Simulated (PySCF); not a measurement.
# Static response to an electric field

Species: C₂H₁₁GeNSi.
Numbering: `[CH3:1][NH:2][SiH2:3][CH2:4][GeH3:5]` (hydrogens: H6, H7, H8 on C1; H9 on N2; H10, H11 on Si3; H12, H13 on C4; H14, H15, H16 on Ge5)

Structure used (PBE0-D3(BJ)/def2-SVP), in Å, numbered top down from 1:
```
atom  x, y, z in Å
C1    -2.8812   -0.3702    0.5041
N2    -1.5819    0.0072    0.0042
Si3   -0.3566   -1.1190   -0.4753
C4     1.0390   -0.1592   -1.2801
Ge5    1.8450    1.2093   -0.1361
H6    -3.2147   -1.2998    0.0153
H7    -3.6393    0.3972    0.2724
H8    -2.9137   -0.5511    1.5967
H9    -1.2735    0.9206    0.3203
H10   -0.9863   -2.0951   -1.4216
H11    0.2343   -1.9349    0.6442
H12    0.6748    0.3270   -2.1996
H13    1.8370   -0.8627   -1.5699
H14    2.3319    0.5809    1.1837
H15    0.8014    2.2959    0.2022
H16    3.0346    1.8872   -0.8420
```

Level: CAM-B3LYP/def2-SVPD (PySCF), static field, nuclei fixed, core orbitals frozen in the response. The polarisability tensor in these axes (au):

```
x   103.15   8.96  -3.09
y     8.96  91.14   2.18
z    -3.09   2.18  82.81
```

Task: What are the eigenvalues, a third of the trace, and Δα (Δα² = ½Σ(αi − αj)² over the three pairs)?

Result: Principal values 80.69, 88.37 and 108.04 au; mean 92.37 au = 13.69 Å³ = 15.23 × 10⁻⁴⁰ C²·m²/J; Δα = 24.44 au (26 % of the mean).

Task: What is the dipole moment, and where does it point?

Result: (-0.23, 0.46, -0.04) D, 0.52 D in size, pointing from the negative to the positive side. Measured along this direction, the outermost atoms are H11 at the negative end and H7 at the positive end.

Task: Refractivity n − 1 of an ideal gas of it at 298.15 K and 1 atm, from the electronic α?

Result: N = p/kT = 2.4615 × 10¹⁹ cm⁻³, so n − 1 = 2π × N × 13.69 × 10⁻²⁴ cm³ = 2117 × 10⁻⁶ at long wavelengths, for an ideal gas.

Task: Find the Langevin capture rate constant for O2+ (31.990 u) meeting this molecule (150.987 u), k = 2.342 × 10⁻⁹ cm³/s × √(α in Å³ / reduced mass in u).

Result: The reduced mass is 26.40 u, so k = 1.69 × 10⁻⁹ cm³/s. The formula leaves out the permanent dipole, which adds to the capture rate.

Task: Orientational against electronic polarisability at 298 K (dilute gas, rigid molecules)?

Result: In Gaussian units μ²/3kT = 2.19 Å³ against 13.69 Å³, a ratio of 0.16; the Debye molar polarisation (4π/3)N_A(α + μ²/3kT) is 40.0 cm³/mol, leaving out the vibrational part.

Task: In TDDFT the mean static polarisability is Σ f/ω² over all singlet excitations (ω in hartree). How much of it do the 10 lowest give? Their energies (eV) and oscillator strengths: 5.98, 0.0033; 6.59, 0.0036; 7.08, 0.0204; 7.19, 0.0383; 7.44, 0.0056; 7.78, 0.0154; 7.87, 0.0238; 7.95, 0.0072; 8.12, 0.2197; 8.19, 0.0439.

Result: They add up to 4.57 au, 4.9 % of the 92.37 au; the largest single term is 2.47 au, from the state at 8.12 eV. Terms in order: 0.07, 0.06, 0.30, 0.55, 0.08, 0.19, 0.29, 0.08, 2.47, 0.48 au. Higher excitations give the rest. The strengths listed sum to 0.381.

Task: What depolarisation ratio follows for Rayleigh scattering of linearly polarised light, taking the static tensor?

Result: ρ = 3Δα²/(45ᾱ² + 4Δα²) = 1791.3/(383932 + 2388.4) = 0.00464.

The structure is a single PBE0-D3(BJ)/def2-SVP conformer in the gas phase; no vibrational or solvent corrections. The calculation is non-relativistic, for germanium too.
